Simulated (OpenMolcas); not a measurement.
**Yb3+ in CaO: curves along the breathing mode**

Yb3+ with its 6 nearest oxide ions, on the Ca site of CaO (a = 4.8105 Å, distance in the model lattice 2.405 Å). The rest of the host is ab initio model potentials to 7.6 Å, with orthogonalisation functions on the cations behind the ligands, and point charges beyond; the distance is set by hand and nothing relaxes, and no local charge compensation is placed. Ligand basis ANO-RCC-VDZP.

- Program: OpenMolcas
- Method: SS-CASPT2, IPEA 0.25 Eh, imaginary shift 0.1 Eh (closed shells correlated: 5s 5p and the ligand valence shells)
- Basis: ANO-RCC-VDZP [7s6p4d2f1g]
- Scalar Hamiltonian: DKH2, point nucleus
- Active space: 13 electrons in 7 orbitals (4f)
- State averaging: 2S+1 = 2 odd, 7 roots
- Spin-orbit coupling: RASSI with atomic mean-field integrals over the reference wave functions

Spin-free energies (labels of O, the rotations of Oh) in cm-1 above the lowest fitted minimum, as all ligands move together:

| R (Å) | 2T1 | 2T2 | 2A2 |
| --- | --- | --- | --- |
| 2.151 | 110 | 1200 | 1930 |
| 2.202 | 660 | 1620 | 2320 |
| 2.252 | 3700 | 4570 | 5230 |
| 2.303 | 9020 | 9880 | 10450 |
| 2.354 | 16360 | 17090 | 17660 |
| 2.404 | 25260 | 25990 | 26500 |
| 2.455 | 35990 | 36660 | 37170 |

Cubic fits give the following; the wavenumber is harmonic, with the mass of all moving ligands, small differences in it between states hang on the degree of the fit, a number in brackets counts states of one label, and the table is a selection of at most 14 states with clean curves.

```tsv
State	R0 (Å)	Breathing mode (cm-1)	Minimum (cm-1)
2T1	2.165	600	0
2T2	2.167	603	1050
2A2	2.168	600	1770
```

For an f ion spin-orbit coupling outweighs the ligand field, so these spin-free curves are not those of observable levels.

Roots that are degenerate in the reference are averaged as groups; the widest CASPT2 spread within a group is 43 cm-1 (the 3-fold group of multiplicity 2 near 869 cm-1 above the lowest state of its run, R = 2.252). Shifts and gaps below about the spread of the groups concerned are not significant. Over all roots computed the reference weight is 0.69 in R = 2.151, 0.69 in R = 2.202, 0.69 in R = 2.252, 0.69 in R = 2.303, 0.69 in R = 2.354, 0.69 in R = 2.404, 0.69 in R = 2.455; a low but even weight reflects the number of correlated electrons. Splittings of an f shell from a small cluster at a set distance can be off by tens of per cent, mostly too small. No measured value stands beside these numbers.
